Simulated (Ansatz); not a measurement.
C₂H₈InNO₂, SMILES `C[N](C)[In]([OH])[OH]`, charge 0, multiplicity 1.

Give a relaxed structure at PBE0-D4/def2-TZVP (the Gaussian-basis code of Ansatz). (Estimate.)

Computed: 
Z-matrix (Å, degrees):
```
C
N 1 1.437
H 1 1.101 2 111.5
H 1 1.093 2 111.4 3 -119.8
H 1 1.101 2 112.0 3 119.9
C 2 1.440 1 113.6 3 -59.8
In 2 1.995 1 123.9 3 124.0
H 6 1.101 2 111.8 1 -59.9
H 6 1.101 2 111.3 1 59.9
H 6 1.092 2 111.2 1 179.8
O 7 1.976 2 119.1 1 178.3
O 7 1.984 2 125.4 1 -3.0
H 11 0.960 7 111.6 2 179.0
H 12 0.960 7 113.4 2 1.1
```
Point group Cs.
This is one stationary point; other conformers may exist.
